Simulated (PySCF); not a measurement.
CH10O2Si3, SMILES C[Si@@H](O)[Si@H](O)[SiH3].

The structure is a stationary point at ωB97X-D3(BJ)/def2-SVP. The structure was generated by enumeration; whether it is a known compound was not checked. Other conformers were not sampled.

Computed with PBE/def2-TZVP in PySCF.

The molecule is in vacuum.

Computed frontier levels, gap, dipole moment:
```json
{
 "highest_occupied_level": "-6.00 eV",
 "lowest_empty_level": "-1.79 eV",
 "orbital_gap": "4.21 eV",
 "dipole_moment": "0.86 D",
 "quadrupole, principal values (traceless, Buckingham form, about the centre of nuclear charge)": "-12.56, 1.05, 11.51 D·Å"
}
```
